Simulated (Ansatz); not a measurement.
Species: C9H7F3, SMILES `C=Cc1ccccc1C(F)(F)F` (C–C–C–C torsion 27°) (charge 0, multiplicity 1).

Question: Give a relaxed geometry from PBE0-D3(BJ)/def2-SVP (Ansatz, a quantum-chemistry and plane-wave program).

Answer: One answer among several that fit: the end point of this relaxation, one of several conformers (outside a Z-matrix the atoms follow the SMILES, hydrogens last).
Cartesian coordinates (Å) in one orientation:
```xyz
19

C      2.820    -0.499     0.606
C      1.651    -0.837     0.050
C      0.477     0.047    -0.052
C      0.638     1.440    -0.096
C     -0.453     2.298    -0.180
C     -1.745     1.781    -0.234
C     -1.931     0.402    -0.204
C     -0.838    -0.460    -0.117
C     -1.092    -1.945    -0.075
F     -0.566    -2.510     1.017
F     -0.555    -2.572    -1.133
F     -2.396    -2.231    -0.077
H      2.987     0.478     1.068
H      3.650    -1.208     0.633
H      1.541    -1.845    -0.355
H      1.648     1.853    -0.087
H     -0.291     3.378    -0.216
H     -2.608     2.447    -0.305
H     -2.937    -0.017    -0.245
```
